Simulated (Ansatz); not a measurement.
The same ligand exchange along the group B, Al, Ga.

Gas-phase electronic energies from Ansatz, PBE0-D4/def2-TZVP geometries. CBS: MP2 limit from def2 TZ/QZ plus the TZ coupled-cluster correction, frozen cores. This one scheme is used for every species. DFT in def2-TZVPP. For Ga outer-core shells are correlated without core-valence functions, which leaves a few kJ/mol of doubt a bond. Scalar relativity is left out up to krypton. Each species was taken in one conformer, which may not be the lowest.

```
                                                reaction  LDA (SPW92) (kcal/mol)  RPA@PBE/def2-TZVPP (kcal/mol)
                        `NB(N)F` + HCl → `NB(F)Cl` + NH₃                     2.0                            0.7
`[NH2][Al]([NH2])[F]` + HCl → `[NH2][Al]([F])[Cl]` + NH₃                   -16.6                          -16.9
`[NH2][Ga]([NH2])[F]` + HCl → `[NH2][Ga]([F])[Cl]` + NH₃                   -17.3                          -17.6
```

**Question.** Give the CCSD(T)/CBS values in the same order. (Estimate.)

**Answer.** Ansatz gave: 0.9, -18.2, -18.1 kcal/mol.

Largest T1 diagnostic: 0.013, for `[NH2][Ga]([NH2])[F]`.
